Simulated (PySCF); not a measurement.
**Computed properties of Si(F)(Cl)(OH)2 (ClFH2O2Si), SMILES O[Si](F)(Cl)O**

Si(F)(Cl)(OH)2 (ClFH2O2Si), SMILES O[Si](O)(F)Cl. Geometry optimised at r2SCAN-D4/def2-SVP. The values are those of a single conformer. All values are computed for the isolated molecule unless a solvent is named; none is compared with measurement here.

**Structure.** All 15 harmonic modes at r2SCAN-D4/def2-SVP (PySCF) are real, so it is a minimum. With heavy atoms numbered as in [OH:1][Si:2]([OH:3])([F:4])[Cl:5], the shortest bond between them is Si2–F4 at 1.613 Å and the longest Si2–Cl5 at 2.041 Å.

**Vibrations.** The strongest infrared lines (harmonic, unscaled, degenerate partners summed) lie at 784 cm⁻¹ (204 km/mol, H 70 %, O 29 %), 864 cm⁻¹ (199 km/mol, Si 32 %, F 29 %, H 21 %, O 16 %), 975 cm⁻¹ (186 km/mol, Si 47 %, O 30 %, F 18 %). The softest mode is at 97 cm⁻¹ and the zero-point energy is 20.7 kcal/mol.

**Electronic structure.** PBE0/def2-TZVP (PySCF) places the frontier levels at -9.50 and 0.14 eV, a gap of 9.64 eV, and gives a dipole moment of 2.19 D and a mean polarisability of 39.2 bohr³.

**Excitations.** TDA-M06-2X/def2-SVPD (PySCF) has S1 at 8.35 eV (149 nm, f = 0.034, weak); the most intense of the 10 singlets computed lies at 9.17 eV (f = 0.11). T1 (TDA) is at 8.03 eV, 0.32 eV under S1. No vertical singlet excitation falls in the visible range (under 3.1 eV).

**NMR.** GIAO shifts at B3LYP/pcSseg-1 (PySCF) (non-relativistic, atoms alike by connectivity averaged): ¹H at 2.7 ppm against TMS; ²⁹Si at -56.9 ppm against TMS; ¹⁹F at -128.9 ppm against CFCl3. Without spin–orbit terms, shifts of atoms bonded to Cl or Br come out too high.
